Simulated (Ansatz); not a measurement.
`C=[C](F)[InH][CH3]` at its PBE0-D4/def2-TZVP geometry, where that method's forces vanish. The species carries charge 0 and has multiplicity 1. In takes the def2 core potential.

```xyz
11

C    -1.4120   -2.1169    0.3305
C    -1.0587   -0.9061   -0.0819
F    -1.9524   -0.2107   -0.8341
In    0.8231    0.0717    0.3352
C     1.1518    2.0509   -0.4210
H    -0.7232   -2.6970    0.9311
H    -2.3769   -2.5515    0.0850
H     1.9284   -0.8542    1.2830
H     0.4678    2.2636   -1.2424
H     0.9713    2.7763    0.3758
H     2.1807    2.1739   -0.7612
```

What forces (eV/Å) does PBE-D4/def2-TZVPP give on these atoms in Ansatz? (An estimate is asked.)

The calculation gave: 
```
C1  -0.065 -0.399  0.160
C2   0.325  0.171  0.071
F3  -0.393  0.365 -0.360
In4  0.079 -0.028  0.050
C5   0.004  0.026 -0.030
H6   0.133 -0.134  0.126
H7  -0.202 -0.102 -0.046
H8   0.094 -0.077  0.081
H9  -0.134  0.034 -0.151
H10 -0.035  0.130  0.157
H11  0.195  0.014 -0.058
```
